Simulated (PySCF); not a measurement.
Computed IR spectrum (relative IR intensity) of a molecule C3H2F3, multiplicity 2. Geometry: B3LYP-D3(BJ)/def2-SVP. Other conformers were not sampled. Calculation: B3LYP-D3(BJ)/def2-SVP (PySCF). Frequencies are harmonic and unscaled.

Lines under 2 % of the strongest are left out, and lines within 2 cm⁻¹ are merged.

ν (cm⁻¹): 705 (m), 787 (w), 936 (w), 1192 (s), 1353 (m), 1385 (vs), 1499 (w), 1584 (vs) (against the strongest line: vs over 80 %, s over 45 %, m over 15 %, w over 4 %, vw less)

Identify the compound among the candidates.
A) [CH]=CC(F)(F)F
B) C=C(F)[C](F)F
C) C=[C]C(F)(F)F
D) F/C=C/[C](F)F

B, C=C(F)[C](F)F
